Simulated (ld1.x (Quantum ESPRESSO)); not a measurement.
**tellurium (Te): one change to an ultrasoft potential, before and after**

```
Element                 : tellurium
Generator               : ld1.x (Quantum ESPRESSO) 7.5
Type                    : ultrasoft
Functional              : LDA (PZ)
Relativity              : scalar-relativistic
Frozen core             : [Kr] 4d10
Valence charge          : 6
Reference configuration : 5s2 5p3 (charge +1)
Partial waves           : 5s (bound): rcut 1.60, rcutus 2.15 bohr; 5s channel at -0.25 Ry: rcut 1.60, rcutus 2.15 bohr; 5p (bound): rcut 1.40, rcutus 1.75 bohr; 5p channel at 3.9 Ry: rcut 1.40, rcutus 1.75 bohr
Local potential         : all-electron potential smoothed inside 2.05 bohr (lloc = -2)
Core correction         : Bessel-smoothed model core inside 1.35 bohr
Augmentation charge     : built from norm-conserving waves at rcut, not smoothed further
```

Change: all radii but the core radius scaled by about 1.28 (s 2.74, p 2.24 bohr, rcut 2.04/1.78); local potential all-electron potential smoothed inside 2.62 bohr (lloc = -2).

Cutoffs: the cutoffs (Ry, on a coarse ladder) from which the occupation-weighted sum of valence levels, in a spherical-Bessel basis at the reference potential, stays within 10 and 1 mRy of its value at 400 Ry; they do not see the model core or the augmentation charge, which bear on the density cutoff. Errors are all-electron minus pseudo energies relative to the spin-unpolarised reference configuration.

Problem. What does the change do?

Solution. The potential gets softer (15 Ry and 35 Ry → 10 Ry and 18 Ry); the bound ghost in d disappears; the number of tests that count goes from 8 to 9; of the 8 tests that both files solve, the error grows in 3 and shrinks in 4 by more than 15 % and 0.3 meV (median size 4.1 → 3.0 meV). A larger radius leaves more room for a smooth pseudo-wave, so fewer plane waves are needed.

```csv
quantity,base,changed
"cutoff, loose",15 Ry,10 Ry
"cutoff, tight",35 Ry,18 Ry
loose cutoff by channel (10 mRy a level),"s 6 Ry, p 12 Ry","s 6 Ry, p 8 Ry"
bound ghosts,d,none
"tests counted (converged, no solver errors)",8 of 9,9 of 9
"error for 5s2 5p4, meV [ΔE -9.92 eV]",+0.7,-1.9
"error for 5s2 5p2, meV [ΔE 18.17 eV]",-16,-16
"error for 5s2 5p3.5, meV [ΔE -5.93 eV]",+0.8,+0.1
"error for 5s2 5p4.3, meV [ΔE -11.43 eV]",+0.7,-3.5
"error for 5s2 5p0, meV [ΔE 82.31 eV]",-327,-189
"error for 5s1 5p4, meV [ΔE 9.93 eV]",-13,-9.9
"error for 5s2 5p3 (spin-polarised), meV [ΔE -1.31 eV]",-7.5,-2.3
"error for 5s2 5p4 (spin-polarised), meV [ΔE -10.40 eV]",-0.8,-2.4
lowest overlap eigenvalue by channel,"s 0.35, p 0.73","s 0.34, p 0.67"
```

Base: Tests not counted: 5s2 5p1 (solver errors, printed error -960 meV). These tests converged, but a pseudo level misses the all-electron one widely, so the file describes the atom poorly there or has found another state: 5s2 5p0: empty 5p by 8.6 eV. A true bound ghost makes a file unfit for plane-wave use even where its test errors are small: the radial tests pick states by their node count and pass the ghost by.
